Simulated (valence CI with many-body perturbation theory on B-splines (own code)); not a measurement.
Xe4+: electric-dipole lines

Computed by valence CI with perturbative core correlation (CI+MBPT): four valence electrons over a frozen Dirac-Fock core [Kr] 4d10, a basis of 11 s, 11 p, 9 d, 7 f, 5 g, 2 h, 1 i functions for each j, with the one-electron correlation potential Σ1 (screened to all orders), the two-electron term Σ2, the three-electron term Σ3, Breit, model QED; selected single and double excitations, second order for the rest, scaled by the run's own slope (own B-spline code, finite nucleus).

Set against measurement, 45 paired levels are off by 319 cm⁻¹ on average, the worst by 643. These come from a selection out of Saloman, J. Phys. Chem. Ref. Data 33, 765 (2004). Levels without a partner in it may be off by more. 7 measured levels below the end of the list, from 169673 cm⁻¹ on, found no clear computed partner, and computed levels of the same name lie up to 2907 cm⁻¹ from them.

Lines 1 to 50 of 241 in falling wavelength, among levels below 262440 cm⁻¹, chosen from the strongest by gf and those to the six lowest levels. Wavelengths and rates use the calculated energies, so an error of 300 cm⁻¹ moves a line at 5909 Å by 1.8 % and its rate by three times that or more. Electric multipoles are in the length gauge, E1 and E2 with the static RPA response of the core. Weak lines are less certain than strong ones. Lines between different terms over intervals too small for the method are left out, as are lines whose strength nearly cancels. Where a level lies close to another of its J and parity, the split of strength between their lines is uncertain. The highest levels of a list are the least certain.

Names give the largest LS component (configuration and term), which can be under half, so a name can repeat, a term be missing and a line seem to break the LS rules; names also repeat where a configuration has a term twice. Letters in brackets count levels of one name in rising energy.

| λ vac (Å) | λ from measured levels | Upper | Lower | A (s⁻¹) | S (a.u.) |
| --- | --- | --- | --- | --- | --- |
| 5909 | 5957 | 4f.5s2.5p 1D_2 | 5s2.5p.5d 1P°_1 | 3.21e+06 | 1.63e+00 |
| 5414 | 5396 | 4f.5s2.5p 3F_2 | 5s2.5p.5d 3D°_1 | 3.57e+06 | 1.40e+00 |
| 5359 | 5354 | 4f.5s2.5p 3F_3 | 5s2.5p.5d 3P°_2 [a] | 4.17e+06 | 2.21e+00 |
| 5280 | 5262 | 4f.5s2.5p 3G_3 [b] | 5s2.5p.5d 3D°_2 | 3.93e+06 | 2.00e+00 |
| 5169 | 5160 | 4f.5s2.5p 3F_4 | 5s2.5p.5d 3D°_3 | 4.77e+06 | 2.93e+00 |
| 4997 |  | 4f.5s2.5p 3D_3 | 5s2.5p.5d 3P°_2 [b] | 4.94e+06 | 2.13e+00 |
| 4919 | 4955 | 4f.5s2.5p 1G_4 | 5s2.5p.5d 1F°_3 | 9.95e+06 | 5.26e+00 |
| 4280 | 4307 | 4f.5s2.5p 3D_2 | 5s2.5p.5d 3P°_1 | 6.58e+06 | 1.27e+00 |
| 4236 | 4239 | 4f.5s2.5p 3D_3 | 5s2.5p.5d 3D°_3 | 2.79e+06 | 7.32e-01 |
| 3950 | 3974 | 4f.5s2.5p 3D_1 | 5s2.5p.5d 3P°_1 | 8.05e+06 | 7.34e-01 |
| 3774 | 3804 | 4f.5s2.5p 3D_1 | 5s2.5p.5d 3P°_0 | 1.01e+07 | 8.02e-01 |
| 3293 | 3332 | 4f.5s2.5p 3G_4 | 5s2.5p.5d 3F°_3 | 3.23e+07 | 5.12e+00 |
| 3272 | 3307 | 4f.5s2.5p 3G_3 [a] | 5s2.5p.5d 3F°_2 | 1.72e+07 | 2.09e+00 |
| 3182 |  | 5s2.5p.6p 3P_1 [b] | 5s2.5p.6s 1P°_1 | 7.42e+07 | 3.54e+00 |
| 3114 | 3150 | 4f.5s2.5p 3F_4 | 5s2.5p.5d 3F°_4 | 8.21e+06 | 1.10e+00 |
| 3043 |  | 5s2.5p.6p 3P_2 | 5s2.5p.6s 1P°_1 | 4.05e+07 | 2.82e+00 |
| 3041 | 3079 | 4f.5s2.5p 3G_5 | 5s2.5p.5d 3F°_4 | 5.34e+07 | 8.16e+00 |
| 3024 | 2938 | 5s2.5p.6p 3P_0 | 5s2.5p.5d 1P°_1 | 5.23e+07 | 7.14e-01 |
| 2986 | 3016 | 4f.5s2.5p 3F_3 | 5s2.5p.5d 3F°_2 | 1.35e+07 | 1.24e+00 |
| 2983 | 2956 | 5s2.5p.6p 3D_1 | 5s2.5p.6s 3P°_1 | 1.63e+08 | 6.41e+00 |
| 2980 |  | 5p4 3P_1 | 5s2.5p.6s 3P°_2 | 1.50e+07 | 5.89e-01 |
| 2964 | 2938 | 5s2.5p.6p 3D_1 | 5s2.5p.6s 3P°_0 | 7.15e+07 | 2.76e+00 |
| 2872 | 2876 | 4f.5s2.5p 3D_3 | 5s2.5p.5d 3P°_2 [a] | 7.69e+06 | 6.30e-01 |
| 2867 | 2839 | 5s2.5p.6p 3D_2 | 5s2.5p.5d 1P°_1 | 3.72e+07 | 2.16e+00 |
| 2823 |  | 5s2.5p.6p 3P_1 [b] | 5s2.5p.6s 3P°_2 | 7.43e+07 | 2.47e+00 |
| 2714 |  | 5s2.5p.6p 3P_2 | 5s2.5p.6s 3P°_2 | 2.15e+08 | 1.06e+01 |
| 2688 |  | 5s2.5p.6p 3S_1 | 5s2.5p.6s 1P°_1 | 6.19e+07 | 1.78e+00 |
| 2575 |  | 5s2.5p.6p 3D_3 | 5s2.5p.6s 3P°_2 | 3.69e+08 | 2.17e+01 |
| 2574 | 2515 | 5s2.5p.6p 3P_0 | 5s2.5p.6s 3P°_1 | 2.88e+08 | 2.43e+00 |
| 2564 |  | 5s.5p2.5d 5D_2 | 5s2.5p.6s 1P°_1 | 2.52e+07 | 1.05e+00 |
| 2556 |  | 5p4 1D_2 | 5s2.5p.6s 3P°_2 | 4.86e+07 | 2.01e+00 |
| 2537 |  | 5s2.5p.6p 1D_2 | 5s2.5p.6s 1P°_1 | 2.56e+08 | 1.03e+01 |
| 2520 | 2539 | 4f.5s2.5p 3G_3 [b] | 5s2.5p.5d 3F°_3 | 7.92e+06 | 4.38e-01 |
| 2505 | 2486 | 5s2.5p.6p 3P_1 [a] | 5s2.5p.6s 3P°_1 | 1.05e+08 | 2.44e+00 |
| 2492 | 2474 | 5s2.5p.6p 3P_1 [a] | 5s2.5p.6s 3P°_0 | 2.83e+08 | 6.49e+00 |
| 2460 | 2442 | 5s2.5p.6p 3D_2 | 5s2.5p.6s 3P°_1 | 3.51e+08 | 1.29e+01 |
| 2427 |  | 5s2.5p.6p 3S_1 | 5s2.5p.6s 3P°_2 | 3.05e+08 | 6.47e+00 |
| 2425 | 2444 | 4f.5s2.5p 3F_4 | 5s2.5p.5d 3F°_3 | 2.07e+07 | 1.31e+00 |
| 2416 | 2443 | 4f.5s2.5p 3G_3 [a] | 5s2.5p.5d 1D°_2 | 3.10e+07 | 1.51e+00 |
| 2303 |  | 5s2.5p.6p 1D_2 | 5s2.5p.6s 3P°_2 | 7.81e+07 | 2.36e+00 |
| 2282 | 2299 | 4f.5s2.5p 3G_3 [b] | 5s2.5p.5d 3F°_2 | 3.00e+07 | 1.23e+00 |
| 2248 |  | 5s2.5p.6p 3P_1 [b] | 5s2.5p.5d 1P°_1 | 1.60e+08 | 2.68e+00 |
| 2155 | 2146 | 5s2.5p.6p 1S_0 | 5s2.5p.6s 1P°_1 | 8.82e+08 | 4.35e+00 |
| 2115 |  | 4f.5s2.5p 1D_2 | 5s.5p3 1P°_1 | 1.71e+07 | 3.98e-01 |
| 1990 |  | 5s2.5p.6p 3S_1 | 5s2.5p.5d 1P°_1 | 1.22e+08 | 1.42e+00 |
| 1933 |  | 5s2.5p.6p 3P_2 | 5s2.5p.5d 1F°_3 | 4.49e+07 | 7.99e-01 |
| 1906 |  | 5s2.5p.6p 1D_2 | 5s2.5p.5d 1P°_1 | 5.30e+07 | 9.05e-01 |
| 1903 | 1921 | 4f.5s2.5p 3G_3 [a] | 5s.5p3 3P°_2 | 3.67e+07 | 8.73e-01 |
| 1897 | 1886 | 5s2.5p.6p 3D_2 | 5s2.5p.5d 3D°_3 | 4.46e+07 | 7.52e-01 |
| 1829 | 1818 | 5s2.5p.6p 3D_1 | 5s2.5p.5d 3D°_1 | 4.11e+07 | 3.73e-01 |
